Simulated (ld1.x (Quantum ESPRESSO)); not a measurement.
**gold, TM: configuration errors across variants**

Au, norm-conserving Troullier–Martins (Kleinman–Bylander form), made with ld1.x (Quantum ESPRESSO) 7.5 (BLYP, scalar-relativistic). Core [Kr] 4d10 4f14, reference 5s2 5p6 5d8 6s0 6p0 (charge +3). Waves: 5s (bound): rc 1.60 bohr; 5p (bound): rc 1.00 bohr; 5f channel at -0.2 Ry: rc 1.50 bohr; 5d (bound): rc 1.35 bohr. Local part: the d channel. Core correction: none.

All-electron excitation energies from the reference (eV): (1) 5s2 5p6 5d10 6s1 6p0 -64.338; (2) 5s2 5p6 5d10 6s0 6p0 -54.869; (3) 5s2 5p6 5d9 6s0 6p0 -33.756; (4) 5s2 5p6 5d10 6s0.5 6p0 -60.548; (5) 5s1 5p6 5d10 6s1 6p0 50.879; (6) 5s2 5p6 5d9 6s2 6p0 -62.766.

Tests that are not counted but printed errors over 1 eV. “base”: 5s2 5p6 5d10 6s0 6p1 (an occupied level unbound or not found, printed error -2.4 eV). “wave 5d (bound): rc 1.35 bohr becomes 5d (bound): rc 1.30 bohr”: 5s2 5p6 5d10 6s0 6p1 (an occupied level unbound or not found, printed error -2.4 eV).

A true bound ghost makes a file unfit for plane-wave use even where its test errors are small: the radial tests pick states by their node count and pass the ghost by. Where a test does run into it, the solver fails or the error is huge.

Errors AE − PS in meV (a dash: test not solved or not reliable):

| change | (1) | (2) | (3) | (4) | (5) | (6) | bound ghosts |
| --- | --- | --- | --- | --- | --- | --- | --- |
| base | -404 | +14 | +8.1 | -217 | -950 | -944 | p |
| wave 5d (bound): rc 1.35 bohr becomes 5d (bound): rc 0.96 bohr | +361 | +22 | +9.8 | +210 | +210 | +792 | p |
| wave 5d (bound): rc 1.35 bohr becomes 5d (bound): rc 1.12 bohr | -50 | +18 | +9.0 | -19 | -409 | -136 | p |
| wave 5d (bound): rc 1.35 bohr becomes 5d (bound): rc 1.30 bohr | -447 | +13 | +7.7 | -242 | -1018 | -1042 | p |
| wave 5d (bound): rc 1.35 bohr becomes 5d (bound): rc 1.52 bohr | -231 | +18 | +9.6 | -119 | -682 | -554 | p |
| wave 5d (bound): rc 1.35 bohr becomes 5d (bound): rc 1.80 bohr | -166 | +21 | – | -82 | -583 | -411 | p |

Question: Give the same row for: wave 5d (bound): rc 1.35 bohr becomes 5d (bound): rc 2.02 bohr.

Answer: -252, +14, +8.8, -133, -709, -589; bound ghosts: p.
